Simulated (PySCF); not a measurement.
Dipole response of S⁻ (sulfur, charge -1)

[Ne] 3s2 3p5, 2P determinant. Computed with PySCF 2.14 in dyall-av2z (13s9p2d, 50 functions), with no relativity, point nucleus. Coupled (time-dependent) response in atomic units; α is the mean over directions. A double-zeta set is small for polarisabilities.

```tsv
method	mean α (bohr³)	α xx, yy, zz	C₆ (like pair)	S(−4)
UHF	32.45	25.29, 36.03, 36.03	302.7	359.4
BHandHLYP	33.82	26.18, 37.64, 37.64	315.8	421.3
```

S(−4) is the Cauchy moment in α(ω) = α(0) + S(−4) ω² + …

α(iu) at UHF:

```json
{"u (hartree)": "0", "α(iu) (bohr³)": "32.45"}
{"u (hartree)": "0.0500", "α(iu) (bohr³)": "31.59"}
{"u (hartree)": "0.100", "α(iu) (bohr³)": "29.44"}
{"u (hartree)": "0.200", "α(iu) (bohr³)": "24.09"}
{"u (hartree)": "0.300", "α(iu) (bohr³)": "19.42"}
{"u (hartree)": "0.500", "α(iu) (bohr³)": "12.81"}
{"u (hartree)": "0.750", "α(iu) (bohr³)": "7.962"}
{"u (hartree)": "1.00", "α(iu) (bohr³)": "5.260"}
{"u (hartree)": "1.50", "α(iu) (bohr³)": "2.698"}
{"u (hartree)": "2.00", "α(iu) (bohr³)": "1.616"}
{"u (hartree)": "3.00", "α(iu) (bohr³)": "0.7636"}
{"u (hartree)": "5.00", "α(iu) (bohr³)": "0.2931"}
```

A single London oscillator, α(iu) = α/(1 + u²/ω²), gives C₆ = (3/4) ω α². Matching the computed C₆ needs ω = 4 × 302.7 / (3 × 32.45²) = 0.383 hartree.

For an ion, C₆ is the dispersion term alone; charge-induced terms of lower order in 1/R come first.

The components differ because the open shell of this determinant is not spherical; for a pure term their mean is the scalar polarisability.
